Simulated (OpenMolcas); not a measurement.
Au5+ among 6 point charges of -1.7 e arranged as a trigonal antiprism (D3d), with a polar angle of 52.6° against the regular 54.74°.

```json
{
  "Program": "OpenMolcas 26.06",
  "Method": "SS-CASPT2, IPEA 0.25 Eh, imaginary shift 0.1 Eh (closed shells correlated: 5s 5p)",
  "Basis": "ANO-RCC-VDZP [7s6p4d2f]",
  "Scalar Hamiltonian": "DKH2, point nucleus",
  "Active space": "6 electrons in 5 orbitals (5d)",
  "State averaging": "2S+1 = 5 even, 5 roots; 2S+1 = 3 even, 45 roots; 2S+1 = 1 even, 50 roots",
  "Spin-orbit coupling": "RASSI with atomic mean-field integrals over the reference wave functions"
}
```

All point charges move together. At R = 2.08 Å the first state of the same spin is 1740 cm-1, and at R = 2.18 Å it is 1540 cm-1.

Problem. A third run gives 2180 cm-1. What distance was it run at?

Solution. With a power law R^-n the two known points give n = -ln(1540 / 1740) / ln(2.18 / 2.08) = 2.60. Then R = 2.08 × (1740 / 2180)^(1/2.60) = 1.907 Å. The run was at 1.89 Å, so the estimate is off by +0.017 Å.

Roots that are degenerate in the reference are averaged as groups; the widest CASPT2 spread within a group is 130 cm-1 (the 2-fold group of multiplicity 1 near 82100 cm-1 above the lowest state of its run, R = 1.89). Shifts and gaps below about the spread of the groups concerned are not significant. An orbital doublet at a regular site is open to a Jahn-Teller distortion, which this geometry leaves out. Point charges give a weaker field than real ligands, and real ions of this kind are as a rule low spin; the high spin found here belongs to the model. Free-ion shares, where given, are those of the reference states; single-state CASPT2 does not remix them. Spin-orbit coupling mixes the spin-free states strongly: the lowest level takes only 70 % from its leading state, 5E (holds for R = 2.18). The ground term spreads over less than 5000 cm-1, several times less than with real ligands, so orbital moments are less quenched and χT lies further from the spin-only value than at real sites (holds for R = 2.18). This is an electrostatic model: the charges have no orbitals. No measured value stands beside these numbers.
